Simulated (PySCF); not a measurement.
C₄H₅BO₂, SMILES CC(=O)B(O)C#C. Coordinates come from a r2SCAN-D4/def2-SVP optimisation. The structure was generated by enumeration, and PubChem lists no compound with its InChIKey, so it may never have been made. One conformer was computed; it need not be the lowest.

Problem. Give the equilibrium geometry at r2SCAN-D4/def2-SVP (PySCF confirms it by a frequency run) as a Z-matrix. (Estimate from the structure and the level; the computed values follow.)

Solution. One answer among several that fit: 
```
B
O 1 1.3567
H 2 0.9677 1 112.88
C 1 1.5301 2 122.85 3 3.96
C 4 1.2223 2 154.34 3 7.76
H 5 1.0758 3 147.64 2 -176.22
C 1 1.6007 2 116.70 3 -172.22
O 7 1.2231 1 114.06 2 101.25
C 7 1.5043 8 122.61 1 178.02
H 9 1.0998 7 110.63 8 2.03
H 9 1.1036 10 110.15 7 121.12
H 9 1.1036 10 110.29 11 117.16
```
